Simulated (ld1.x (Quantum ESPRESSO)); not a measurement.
**Ranking TM potentials for boron**

All share these settings but for the change named:

```
Element                 : boron (B)
Generator               : ld1.x (Quantum ESPRESSO) 7.5
Type                    : norm-conserving Troullier–Martins (Kleinman–Bylander form)
Functional              : BLYP
Relativity              : scalar-relativistic
Frozen core             : [He]
Valence charge          : 3
Reference configuration : 2s1 2p2
Partial waves           : 2s (bound): rc 1.35 bohr; 2p (bound): rc 3.40 bohr; 3d channel at 0.35 Ry: rc 3.20 bohr
Local potential         : all-electron potential smoothed inside 1.15 bohr (lloc = -2)
Core correction         : a·sin(br)/r model core inside 1.30 bohr
```

Cutoff: the first of the cutoffs (Ry, on a coarse ladder) from which the occupation-weighted sum of valence levels, in a spherical-Bessel basis at the reference potential, stays within 10 and 1 mRy of its value at 400 Ry; the density cutoff is not measured.

The base gives 18 Ry.

Of 10 variants that were run, those that failed, showed a ghost or another fault, or gave nearly equal values are left out.

A variant can come out equal or close to the base.

Problem. Rank these variants from softest to hardest (loose cutoff).
A. all radii but the core radius scaled by about 1.26 (s 1.70, p 4.28, d 4.02 bohr); local potential all-electron potential smoothed inside 1.44 bohr (lloc = -2)
B. local potential the s channel
C. reference 2s2 2p1

Solution. A (15 Ry), B (18 Ry), C (21 Ry).
